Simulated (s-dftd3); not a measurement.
F5Si2, doublet, at a GFN2-xTB geometry; D3(bj) for pbe run with s-dftd3 1.4.0.

s-dftd3 was given this input:
```
$ s-dftd3 mol.xyz --bj pbe --json dftd3.json --noedisp --grad

# file mol.xyz
7

F      1.92071283    -1.45494009    -0.00159091
Si     1.29120465    -0.04621676    -0.45500175
F      2.17893296     0.90363565     0.49161443
Si    -0.89795116     0.08724035     0.05293148
F     -1.64658750    -0.12127352     1.44202576
F     -1.39908948     1.52197224    -0.39869112
F     -1.66569646    -0.91320875    -0.90791551
```

What the program printed (banner, timings and long lists left out):

```
-----------------------------------
 s i m p l e   D F T - D 3  v1.4.0
-----------------------------------

Rational (Becke-Johnson) damping: pbe-D3(BJ)
---------------------
  s6         1.0000
  s8         0.7875
  s9         0.0000
  a1         0.4289
  a2         4.4407
 alp        14.0000
--------------------

Dispersion energy:      -5.4574341698387E-03 Eh

Gradient norm:           4.6408630290726E-04 Eh/a0
--------------------------------------------------
     #    Z           dE/dx      dE/dy      dE/dz
--------------------------------------------------
     1    9 F     1.319E-04 -8.568E-05 -4.656E-06
     2   14 Si    2.464E-04 -1.677E-05 -4.879E-05
     3    9 F     1.468E-04  5.113E-05  2.395E-05
     4   14 Si   -1.526E-04  1.864E-05 -9.263E-06
     5    9 F    -1.333E-04 -1.000E-05  1.176E-04
     6    9 F    -1.105E-04  1.041E-04 -2.213E-05
     7    9 F    -1.286E-04 -6.144E-05 -5.675E-05
--------------------------------------------------

Virial:
--------------------------------------------------
      component           x          y          z
--------------------------------------------------
          x       3.055E-03 -2.238E-04 -1.505E-04
          y      -2.238E-04  7.352E-04  6.376E-05
          z      -1.505E-04  6.376E-05  4.979E-04
--------------------------------------------------

[Info] JSON dump of results written to 'dftd3.json'
```
